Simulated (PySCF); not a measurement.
# How the functional moves excitation energies

Fluorochlorobromomethane, CHBrClF.
SMILES with atom numbers: `[F:1][C@@H:2]([Cl:3])[Br:4]` (hydrogens: H5 on C2)

Linear-response calculations in the def2-SVPD basis (PySCF; singlets by full response, triplets Tamm–Dancoff, core orbitals frozen in the response; HF means time-dependent Hartree–Fock). 'Strongest' is the level of largest summed f among the singlets computed (10 roots, of which the last may lack a degenerate partner); it can jump between rows when another state enters that window. S1 is the lowest singlet of each run and needn't be the same state throughout; f(S1) is that of one state. Isolated species at its PBE0-D3(BJ)/def2-SVP geometry, gas phase. The LDA/def2-SVPD calculation is non-relativistic and has no spin–orbit coupling, an omission that weighs most on bromine.

| functional | kind | S1 (eV) | f(S1) | strongest (eV) | T1 (eV) | HOMO (eV) | gap (eV) | ionisation energy, ΔSCF (eV) |
| --- | --- | --- | --- | --- | --- | --- | --- | --- |
| LDA | LDA | 5.53 | 0.013 | 7.39 | 4.97 | -7.51 | 5.17 | 11.37 |
| PBE | GGA | 5.53 | 0.013 | 7.32 | 4.91 | -7.36 | 5.20 | 10.72 |
| B3LYP | global hybrid, 20% exact exchange | 5.78 | 0.009 | 8.02 | 5.11 | -8.43 | 6.97 | 11.03 |
| BHandHLYP | global hybrid, 50% exact exchange | 6.16 | 0.005 | 8.83 | 5.41 | -9.88 | 9.66 | 11.20 |
| CAM-B3LYP | range-separated hybrid | 5.94 | 0.005 | 8.42 | 5.23 | -10.05 | 9.91 | 11.25 |
| wB97X-D | range-separated hybrid | 6.00 | 0.005 | 8.57 | 5.31 | -10.59 | 11.16 | 11.21 |
| LC-wPBE | range-separated hybrid | 6.12 | 0.003 | 9.06 | 5.34 | -11.48 | 12.52 | 11.39 |
| HF | Hartree–Fock | 6.69 | 0.003 | 10.23 | 5.77 | -11.76 | 13.61 | not settled |

Question: What does PBE0 (global hybrid, 25% exact exchange) give?

Answer: S1 (eV) 5.94, f(S1) 0.008, strongest (eV) 8.20, T1 (eV) 5.21, HOMO (eV) -8.70, gap (eV) 7.51, ionisation energy, ΔSCF (eV) 11.07. S1 runs from 5.53 eV (LDA) to 6.69 eV (HF), a spread of 1.16 eV, while the orbital gap spreads over 8.4 eV. Along PBE (0%), B3LYP (20%), PBE0 (25%), BHandHLYP (50%), HF (100%) S1 rises with the share of exact exchange. −ε(HOMO) comes closest to its own ΔSCF ionisation energy with LC-wPBE (+0.09 eV) and misses most with LDA (-3.86 eV). 'Not settled' means that the ion's SCF failed to converge or may have ended in another state than the lowest.
